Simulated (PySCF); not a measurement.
Numbering as in the mapped SMILES `[F:1][B:2]([F:3])[SiH3:4]`. Hydrogens are named by the atom that carries them.

Computational details: coordinates at the PBE0-D3(BJ)/def2-SVP level, NMR shieldings at KT3/pcSseg-2/GIAO, in PySCF (single conformer, isolated molecule, equivalent nuclei averaged, no relativistic terms).

δ = σ(ref) − σ, references computed at the same level: $^{1}$H (31.35 ppm), $^{29}$Si (358.24 ppm) vs TMS; CFCl3 for $^{19}$F (146.91 ppm); $^{11}$B (98.64 ppm) against BF3·OEt2.

| atoms | nucleus | count | δ (ppm) |
| --- | --- | --- | --- |
| F1/F3 | $^{19}$F | 2 | ? |
| H(Si4) | $^{1}$H | 3 | 3.40 |
| B2 | $^{11}$B | 1 | 28.3 |
| Si4 | $^{29}$Si | 1 | ? |

**Question.** Complete the table.

**Answer.** 
- F1/F3: -44.8 ppm, fluorine bonded to B
- Si4: -116.9 ppm, silicon bonded to B, 3 H

Unscaled 19F shifts against computed CFCl3 carry errors that often reach 10 to 50 ppm.
